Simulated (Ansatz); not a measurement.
GaH2(SiH3) (GaSiH₅). Total charge 0; singlet. Geometry B3LYP-D4/def2-TZVP.

```tsv
atom	x (Å)	y (Å)	z (Å)
Ga1	0.603	1.172	0.419
H2	1.115	2.236	-0.623
H3	0.781	1.496	1.950
Si4	-0.439	-0.891	-0.314
H5	-0.232	-1.995	0.656
H6	0.078	-1.333	-1.634
H7	-1.905	-0.683	-0.453
```

(1) Estimate the orbital energies around the gap (eV) in Ansatz with HF/STO-3G, revPBE-D4/def2-TZVP, r2SCAN-D4/def2-TZVPD, PBE0-D4/def2-TZVPD, BHLYP-D4/def2-TZVP.

Results:

(1) 
| orbital | HF/STO-3G | revPBE-D4/def2-TZVP | r2SCAN-D4/def2-TZVPD | PBE0-D4/def2-TZVPD | BHLYP-D4/def2-TZVP |
| --- | --- | --- | --- | --- | --- |
| HOMO−13 | -107.10 | -93.89 | -96.14 | -99.38 | -104.99 |
| HOMO−12 | -107.05 | -93.89 | -96.13 | -99.37 | -104.98 |
| HOMO−11 | -107.02 | -93.89 | -96.13 | -99.37 | -104.98 |
| HOMO−10 | -18.38 | -20.05 | -20.68 | -23.48 | -26.83 |
| HOMO−9 | -14.31 | -19.92 | -20.55 | -23.35 | -26.71 |
| HOMO−8 | -11.45 | -19.89 | -20.53 | -23.34 | -26.69 |
| HOMO−7 | -11.35 | -19.76 | -20.40 | -23.18 | -26.54 |
| HOMO−6 | -10.62 | -19.70 | -20.34 | -23.13 | -26.49 |
| HOMO−5 | -9.57 | -13.23 | -13.79 | -15.09 | -16.75 |
| HOMO−4 | -9.44 | -10.75 | -11.18 | -12.26 | -13.62 |
| HOMO−3 | -9.42 | -8.48 | -8.85 | -9.83 | -11.10 |
| HOMO−2 | -9.06 | -8.47 | -8.85 | -9.81 | -11.08 |
| HOMO−1 | -8.24 | -7.27 | -7.61 | -8.53 | -9.71 |
| HOMO | -6.93 | -6.53 | -6.81 | -7.62 | -8.58 |
| LUMO | 4.60 | -2.83 | -2.70 | -2.14 | -1.38 |
| LUMO+1 | 9.98 | -0.32 | -0.07 | 0.13 | 1.23 |
| LUMO+2 | 13.09 | -0.13 | 0.02 | 0.30 | 1.44 |
| LUMO+3 | 14.25 | 0.59 | 0.47 | 0.42 | 2.11 |
| LUMO+4 | 15.14 | 0.72 | 0.73 | 0.86 | 2.24 |
| LUMO+5 | 15.24 | 1.38 | 1.50 | 1.42 | 2.86 |
